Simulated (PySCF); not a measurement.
## Dipole response of P⁺ (phosphorus, charge +1)

[Ne] 3s2 3p2, high-spin 3P determinant. All numbers are calculated (PySCF 2.14, the non-relativistic Hamiltonian (point nucleus), in dyall-av3z (19s12p3d2f, 84 functions)). Coupled (time-dependent) response in atomic units; α is the mean over directions.

```
method  mean α (bohr³)         α xx, yy, zz  C₆ (like pair)  S(−4)
   UHF           14.41  14.02, 14.61, 14.61           74.56  69.94
   PBE           14.40  13.76, 14.72, 14.72           74.21  68.33
  PBE0           14.27  13.73, 14.54, 14.54           73.43  66.50
 TPSSh           14.32  13.79, 14.58, 14.58           74.39  66.57
```

S(−4) is the Cauchy moment in α(ω) = α(0) + S(−4) ω² + …

α(iu) at PBE:

```tsv
u (hartree)	α(iu) (bohr³)
0	14.40
0.0500	14.23
0.100	13.75
0.200	12.14
0.300	10.20
0.500	6.834
0.750	4.225
1.00	2.786
1.50	1.444
2.00	0.8817
3.00	0.4356
5.00	0.1808
```

For an ion, C₆ is the dispersion term alone; charge-induced terms of lower order in 1/R come first.

The components differ because the open shell of this determinant is not spherical; for a pure term their mean is the scalar polarisability.
